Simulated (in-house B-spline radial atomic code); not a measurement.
## In³⁺: [Ar] 3d9 4s2 4p6 4d10 7g1 (an excited or competing configuration)

All numbers are computed (Dirac-Hartree-Fock, average of configuration; Fermi nucleus of rms radius 4.6156 fm) with an all-electron radial atomic-structure program (B-spline basis), not measured.

Z_r = [3n² - l(l+1)]/(2<r>); Z_e = n√(-2ε); the last column is Slater's effective charge. Values are occupation-weighted means over j. An effective charge above Z reflects the relativistic contraction of the inner shells.

```csv
shell,electrons,ε (eV),<r> (bohr),Z_r,Z_e,Slater
1s,2,-28186,0.02971,50.49,45.51,48.70
2s,2,-4380.4,0.1279,46.92,35.89,44.85
2p,6,-3937.1,0.112,44.65,34.02,44.85
3s,2,-923.46,0.3443,39.21,24.72,37.75
3p,6,-773.5,0.3426,36.49,22.62,37.75
3d,9,-544.35,0.3224,32.57,18.98,28.20
4s,2,-195.56,0.8356,28.72,15.16,22.10
4p,6,-147.74,0.8983,25.60,13.18,22.10
4d,10,-75.173,1.068,19.65,9.40,10.85
7g,1,-4.4468,15.85,4.01,4.00,-
```

The least bound orbital is 7g7/2 at -4.447 eV, and it is also the most diffuse (<r> = 15.85 bohr). The part-filled 3d shell lies below the filled 4d shell in orbital energy.

Spin-orbit splittings of the orbital energies (j = l + 1/2 above j = l - 1/2 when positive): 2p 211.9 eV, 3p 40.08 eV, 3d 8.141 eV, 4p 7.413 eV, 4d 1.097 eV, 7g -5.052e-05 eV.

For the 1s electron the small component carries 3.23 % of the norm, the zero-frequency Breit interaction raises the level by 63.54 eV, self-energy by 35.78 eV, and vacuum polarisation lowers it by 4.636 eV.
